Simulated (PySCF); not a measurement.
Ionisation energy of Pb by level of theory

Pb [Xe] 4f14 5d10 6s2 6p2 (3P) → Pb⁺ [Xe] 4f14 5d10 6s2 6p1 (2P), as a difference of total energies. Computed with PySCF 2.14 in aug-cc-pwCVDZ-PP with ECP60MDF (6s5p4d1f, 48 functions), with a scalar-relativistic core potential. Correlated levels: valence and next inner shell: nothing frozen outside the core potential. The calculations carry no spin-orbit coupling.

| method | ionisation energy (eV) | difference from reference (eV) |
| --- | --- | --- |
| UHF | 6.572 | -0.845 |
| MP2 (valence and next inner shell) | 6.881 | -0.536 |
| SCS-MP2 (valence and next inner shell) | 6.767 | -0.650 |
| CCSD (valence and next inner shell) | 6.833 | -0.584 |
| CCSD(T) (valence and next inner shell) | 6.842 | -0.575 |

Reference: 7.417 eV (measured; NIST Atomic Spectra Database, ionization energies).

Spin-orbit coupling is strong in these open shells (close to jj coupling). The scalar numbers leave it out and a first-order estimate fails, so it can dominate the gap to the real levels.

Errors of the correlated levels include the incompleteness of this basis.
